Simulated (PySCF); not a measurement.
Isomers of C6H10N2OSi, mass 154.056 u with the commonest isotopes. The calculation used PBE0/pcSseg-1 in PySCF (dipole) on a GFN2-xTB geometry, gas phase. One conformer each, none proved a minimum here; rigid rotors.

**Question.** Order these by rotational constant C, largest first.
A. `[CH3:1][NH:2][SiH2:3][O:4][c:5]1[cH:6][cH:7][cH:8][cH:9][n:10]1` with C1–N2–Si3–O4 177°, N2–Si3–O4–C5 176°, Si3–O4–C5–C6 180°
B. `[CH3:1][C:2](=[O:3])[N:4]([SiH2:5][C:6]#[N:7])[CH:8]1[CH2:9][CH2:10]1` with C1–C2–N4–Si5 177°, C2–N4–Si5–C6 70°, C2–N4–C8–C9 -142°
C. `[CH3:1][C:2](=[O:3])[c:4]1[cH:5][n:6][n:7]([CH3:8])[c:9]1[SiH3:10]` with C1–C2–C4–C5 0°
D. `[CH2:1]=[C:2]([O:3][CH3:4])[SiH2:5]/[N:6]=[CH:7]/[CH2:8][C:9]#[N:10]` with C1–C2–O3–C4 3°, C1–C2–Si5–N6 -112°, C2–Si5–N6–C7 -94°, N6–C7–C8–C9 -112°
E. `[CH2:1]=[CH:2][C@@H:3](/[CH:4]=[N:5]/[CH3:6])[O:7][SiH2:8][C:9]#[N:10]` with C1–C2–C3–C4 -111°, C2–C3–C4–N5 -103°, C2–C3–O7–Si8 -174°, C3–O7–Si8–C9 59°
F. `[CH2:1]=[C:2]([SiH2:3][NH2:4])[C:5](=[O:6])[CH2:7][CH2:8][C:9]#[N:10]` with C1–C2–Si3–N4 177°, C2–Si3–N4–H 43° and -179°, C1–C2–C5–O6 125°, C2–C5–C7–C8 145°, C5–C7–C8–C9 -73°

**Answer.** B (740.2 MHz), C (658.6 MHz), E (592.2 MHz), F (543.5 MHz), D (518.8 MHz), A (476.9 MHz).

**Question.** Order these by dipole moment, smallest first.
A. `[CH2:1]=[C:2]([SiH2:3][NH2:4])[C:5](=[O:6])[CH2:7][CH2:8][C:9]#[N:10]` with C1–C2–Si3–N4 177°, C2–Si3–N4–H 43° and -179°, C1–C2–C5–O6 125°, C2–C5–C7–C8 145°, C5–C7–C8–C9 -73°
B. `[CH3:1][C:2](=[O:3])[c:4]1[cH:5][n:6][n:7]([CH3:8])[c:9]1[SiH3:10]` with C1–C2–C4–C5 0°
C. `[CH3:1][NH:2][SiH2:3][O:4][c:5]1[cH:6][cH:7][cH:8][cH:9][n:10]1` with C1–N2–Si3–O4 177°, N2–Si3–O4–C5 176°, Si3–O4–C5–C6 180°
D. `[CH2:1]=[CH:2][C@@H:3](/[CH:4]=[N:5]/[CH3:6])[O:7][SiH2:8][C:9]#[N:10]` with C1–C2–C3–C4 -111°, C2–C3–C4–N5 -103°, C2–C3–O7–Si8 -174°, C3–O7–Si8–C9 59°
E. `[CH3:1][C:2](=[O:3])[N:4]([SiH2:5][C:6]#[N:7])[CH:8]1[CH2:9][CH2:10]1` with C1–C2–N4–Si5 177°, C2–N4–Si5–C6 70°, C2–N4–C8–C9 -142°
F. `[CH2:1]=[C:2]([O:3][CH3:4])[SiH2:5]/[N:6]=[CH:7]/[CH2:8][C:9]#[N:10]` with C1–C2–O3–C4 3°, C1–C2–Si5–N6 -112°, C2–Si5–N6–C7 -94°, N6–C7–C8–C9 -112°

**Answer.** C (1.21 D), B (1.56 D), D (2.10 D), F (2.28 D), A (4.05 D), E (6.46 D).

**Question.** Order these by radius of gyration √(Σ m r²/M), largest first.
A. `[CH3:1][C:2](=[O:3])[c:4]1[cH:5][n:6][n:7]([CH3:8])[c:9]1[SiH3:10]` with C1–C2–C4–C5 0°
B. `[CH3:1][NH:2][SiH2:3][O:4][c:5]1[cH:6][cH:7][cH:8][cH:9][n:10]1` with C1–N2–Si3–O4 177°, N2–Si3–O4–C5 176°, Si3–O4–C5–C6 180°
C. `[CH2:1]=[C:2]([O:3][CH3:4])[SiH2:5]/[N:6]=[CH:7]/[CH2:8][C:9]#[N:10]` with C1–C2–O3–C4 3°, C1–C2–Si5–N6 -112°, C2–Si5–N6–C7 -94°, N6–C7–C8–C9 -112°
D. `[CH2:1]=[C:2]([SiH2:3][NH2:4])[C:5](=[O:6])[CH2:7][CH2:8][C:9]#[N:10]` with C1–C2–Si3–N4 177°, C2–Si3–N4–H 43° and -179°, C1–C2–C5–O6 125°, C2–C5–C7–C8 145°, C5–C7–C8–C9 -73°
E. `[CH2:1]=[CH:2][C@@H:3](/[CH:4]=[N:5]/[CH3:6])[O:7][SiH2:8][C:9]#[N:10]` with C1–C2–C3–C4 -111°, C2–C3–C4–N5 -103°, C2–C3–O7–Si8 -174°, C3–O7–Si8–C9 59°

**Answer.** B (2.629 Å), C (2.575 Å), D (2.524 Å), E (2.422 Å), A (2.241 Å).

```tsv
SMILES	point group	Ia (u·Å²)	Ib (u·Å²)	Ic (u·Å²)	κ	μa (D)	μb (D)	μc (D)
C=C(OC)[SiH2]/N=C/CC#N	C1	340.12	729.50	974.09	-0.64	0.96	2.01	0.49
CC(=O)c1cnn(C)c1[SiH3]	Cs	301.80	478.20	767.39	-0.22	0.86	1.30	0.00
C=C[C@@H](/C=N/C)O[SiH2]C#N	C1	438.63	514.78	853.37	0.39	1.80	0.89	0.63
CN[SiH2]Oc1ccccn1	–	113.16	956.15	1059.75	-0.97	0.56	0.92	0.54
CC(=O)N([SiH2]C#N)C1CC1	C1	341.55	523.08	682.81	-0.39	6.11	0.32	2.06
C=C([SiH2]N)C(=O)CCC#N	C1	215.31	818.16	929.93	-0.92	2.39	1.35	2.98
```
